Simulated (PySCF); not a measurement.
## Functional dependence of a UV spectrum

C2H9GeNOSi.
Z-matrix (Å and degrees, PBE0-D3(BJ)/def2-SVP geometry), rows numbered from 1:
```
C 
C   1  1.5047
O   2  1.2125  1  122.53
Si  2  1.9382  1  121.34  3   178.91
N   4  1.7358  2  115.31  1     6.03
Ge  5  1.8404  4  128.04  2   -99.22
H   1  1.1028  2  109.81  3  -121.40
H   1  1.0992  2  110.48  3     0.30
H   1  1.1025  2  109.91  3   122.24
H   4  1.4935  2  105.77  1   128.95
H   4  1.4936  2  105.57  1  -113.93
H   5  1.0158  4  117.00  2    86.31
H   6  1.5373  5  106.61  4    21.58
H   6  1.5408  5  108.68  4   140.99
H   6  1.5429  5  111.77  4   -98.50
```

Linear-response calculations in the def2-SVPD basis (PySCF; singlets by full response, triplets Tamm–Dancoff, core orbitals frozen in the response; HF means time-dependent Hartree–Fock). 'Strongest' is the level of largest summed f among the singlets computed (10 roots, of which the last may lack a degenerate partner); it can jump between rows when another state enters that window. S1 is the lowest singlet of each run and needn't be the same state throughout; f(S1) is that of one state. One conformer (not necessarily the lowest) at the PBE0-D3(BJ)/def2-SVP geometry, without solvent, vibrations or thermal averaging. Relativistic effects, spin–orbit coupling among them, are left out although an element past zinc is present.

```csv
functional,kind,S1 (eV),f(S1),strongest (eV),T1 (eV),HOMO (eV),gap (eV),"ionisation energy, ΔSCF (eV)"
LDA,LDA,3.11,0.001,5.37,2.60,-5.31,2.83,8.13
PBE,GGA,3.17,0.001,5.42,2.57,-5.19,2.92,7.99
B3LYP,"global hybrid, 20% exact exchange",3.40,0.001,6.33,2.78,-6.37,4.97,8.40
PBE0,"global hybrid, 25% exact exchange",3.41,0.001,6.57,2.73,-6.57,5.42,8.40
BHandHLYP,"global hybrid, 50% exact exchange",3.61,0.001,7.45,2.95,-7.92,7.98,8.66
CAM-B3LYP,range-separated hybrid,3.48,0.001,7.11,2.83,-7.95,8.02,8.68
wB97X-D,range-separated hybrid,3.47,0.001,7.26,2.86,-8.42,9.13,8.62
LC-wPBE,range-separated hybrid,3.48,0.001,7.57,2.77,-9.20,10.48,8.84
HF,Hartree–Fock,3.92,0.001,8.76,3.21,-10.03,11.97,not settled
```

S1 runs from 3.11 eV (LDA) to 3.92 eV (HF), a spread of 0.81 eV, while the orbital gap spreads over 9.1 eV. Along PBE (0%), B3LYP (20%), PBE0 (25%), BHandHLYP (50%), HF (100%) S1 rises with the share of exact exchange. −ε(HOMO) comes closest to its own ΔSCF ionisation energy with wB97X-D (-0.19 eV) and misses most with LDA (-2.82 eV). 'Not settled' means that the ion's SCF failed to converge or may have ended in another state than the lowest.
